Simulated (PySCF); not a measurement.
Species: `N#C[SiH2]CCN[SiH2]P`. The columns A, B, C and D hold Mulliken, IAO, Hirshfeld and ESP-fitted charges (e) of one PBE0/pcSseg-1 density (PySCF), in a shuffled order. Coordinates in Å (GFN2-xTB); the density's dipole moment is (3.16, -1.35, 2.55) D.

| atom | x | y | z | A | B | C | D |
| --- | --- | --- | --- | --- | --- | --- | --- |
| N1 | -4.645 | 1.011 | -1.407 | -0.204 | -0.196 | -0.391 | -0.201 |
| C2 | -3.767 | 0.685 | -0.748 | -0.194 | -0.149 | +0.165 | -0.033 |
| Si3 | -2.350 | 0.152 | 0.347 | +0.663 | +0.743 | +0.461 | +0.383 |
| C4 | -0.940 | -0.419 | -0.790 | -0.532 | -0.547 | -0.430 | -0.157 |
| C5 | 0.187 | -1.119 | -0.026 | -0.041 | -0.131 | +0.021 | -0.022 |
| N6 | 0.774 | -0.315 | 1.018 | -0.669 | -0.673 | -0.731 | -0.243 |
| Si7 | 1.841 | 1.000 | 0.717 | +0.556 | +0.714 | +0.543 | +0.314 |
| P8 | 3.028 | 0.392 | -1.082 | -0.282 | -0.122 | -0.374 | -0.012 |
| H9 | -2.002 | 1.323 | 1.159 | -0.048 | -0.102 | -0.094 | -0.061 |
| H10 | -2.860 | -0.949 | 1.172 | -0.051 | -0.105 | -0.084 | -0.062 |
| H11 | -0.514 | 0.437 | -1.318 | +0.170 | +0.155 | +0.155 | +0.042 |
| H12 | -1.320 | -1.103 | -1.553 | +0.158 | +0.159 | +0.137 | +0.051 |
| H13 | 0.992 | -1.375 | -0.725 | +0.154 | +0.141 | +0.117 | +0.034 |
| H14 | -0.185 | -2.051 | 0.412 | +0.127 | +0.138 | +0.100 | +0.042 |
| H15 | 0.169 | -0.235 | 1.822 | +0.206 | +0.249 | +0.378 | +0.110 |
| H16 | 1.212 | 2.287 | 0.366 | -0.078 | -0.155 | -0.092 | -0.092 |
| H17 | 2.590 | 1.152 | 1.966 | -0.075 | -0.128 | -0.135 | -0.082 |
| H18 | 3.792 | -0.555 | -0.424 | +0.070 | +0.003 | +0.129 | -0.005 |
| H19 | 3.988 | 1.372 | -0.914 | +0.071 | +0.006 | +0.122 | -0.004 |

Question: Which column most likely holds the ESP-fitted charges?

Answer: C. Σ q r misses the density's dipole by 0.04 D (C), 0.63 D (A), 1.14 D (B), 1.34 D (D). Charges fitted to the outside potential are the only set here that is tied to the molecule's multipoles.

Question: And the Hirshfeld charges?

Answer: D. The mean sizes are 0.103 e (D), 0.229 e (A), 0.243 e (B), 0.245 e (C), and Hirshfeld charges are commonly the smallest of these schemes.

As computed, A = Mulliken, B = IAO, C = ESP-fitted, D = Hirshfeld. Hydrogens on carbon: Mulliken +0.13 to +0.17, IAO +0.14 to +0.16, ESP-fitted +0.10 to +0.16, Hirshfeld +0.03 to +0.05 e.

The ESP scheme fits charges at the nuclei, held to the total charge, to the electrostatic potential on points at 1.4 to 2.0 times the van der Waals radii. The IAO scheme projects the occupied orbitals on a minimal set of polarised atomic orbitals and counts the electrons in each atom's part of it.

Geometry: GFN2-xTB, one conformer, isolated molecule.
